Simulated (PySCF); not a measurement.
Potential energy curve for BeO, singlet.

UHF/6-31G (PySCF); RHF/6-31G (PySCF); UKS-TPSSh = unrestricted TPSSh/6-31G in PySCF 2.14.0; RKS-TPSSh = PySCF 2.14.0 with restricted TPSSh/6-31G; UKS-B3LYP = PySCF with unrestricted B3LYP/6-31G; RKS-B3LYP = restricted B3LYP/6-31G (PySCF 2.14.0); UKS-PBE = unrestricted PBE/6-31G in PySCF 2.14.0; RKS-PBE = PySCF with restricted PBE/6-31G.

Scanned distances (Å): 1.06, 1.12, 1.19, 1.25, 1.28, 1.32, 1.38, 1.39, 1.44, 1.53, 1.64, 1.80, 2.01, 2.17, 2.39, 2.68, 2.89, 3.22, 3.59, 3.95, 4.67, 5.36.

**Question.** Where does the unrestricted solution first break spin symmetry (<S²> of 0.01 or more)?

**Answer.** UHF: between 1.28 and 1.32 Å; UKS-TPSSh: between 1.44 and 1.53 Å; UKS-B3LYP: between 1.44 and 1.53 Å; UKS-PBE: between 1.44 and 1.53 Å.

```tsv
R / Å	<S²> UHF	E(RHF) − E(UHF) / mEh	<S²> UKS-TPSSh	E(RKS-TPSSh) − E(UKS-TPSSh) / mEh	<S²> UKS-B3LYP	E(RKS-B3LYP) − E(UKS-B3LYP) / mEh	<S²> UKS-PBE	E(RKS-PBE) − E(UKS-PBE) / mEh
1.06	0.00	0.0	0.00	0.0	0.00	0.0	0.00	0.0
1.12	0.00	0.0	0.00	0.0	0.00	0.0	0.00	0.0
1.19	0.00	0.0	0.00	0.0	0.00	0.0	0.00	0.0
1.25	0.00	0.0	0.00	0.0	0.00	0.0	0.00	0.0
1.28	0.00	0.0	0.00	0.0	0.00	0.0	0.00	0.0
1.32	1.01	24.0	0.00	0.0	0.00	0.0	0.00	0.0
1.38	1.01	40.7	0.00	0.0	0.00	0.0	0.00	0.0
1.39	1.01	43.4	0.00	0.0	0.00	0.0	0.00	0.0
1.44	1.01	56.5	0.00	0.0	0.00	0.0	0.00	0.0
1.53	1.01	77.8	0.25	0.5	0.11	0.2	0.14	0.3
1.64	1.01	98.4	0.82	7.8	0.87	7.8	0.35	2.0
1.80	1.01	110.9	1.01	25.4	1.01	25.9	0.80	—
2.01	1.01	104.2	1.01	41.7	1.01	41.3	1.01	—
2.17	1.01	91.5	1.01	49.0	1.01	47.4	1.02	—
2.39	1.35	73.8	1.01	54.1	1.02	50.6	1.02	—
2.68	1.71	66.4	1.05	57.4	1.05	52.8	1.02	—
2.89	1.84	65.2	1.07	59.7	1.05	55.0	1.03	—
3.22	1.93	64.8	1.06	63.0	1.03	58.6	1.03	—
3.59	1.97	64.8	1.03	66.1	1.01	62.1	1.02	—
3.95	1.99	64.7	1.01	68.4	1.01	64.6	1.01	—
4.67	2.00	64.5	1.00	71.2	1.00	67.7	1.00	—
5.36	2.00	64.4	1.00	72.5	1.00	69.1	1.00	—
```

Dashes: no converged value, or the column stops at the first point that the program doubted or that broke a chosen test of continuity, which isn't proof of a fault.
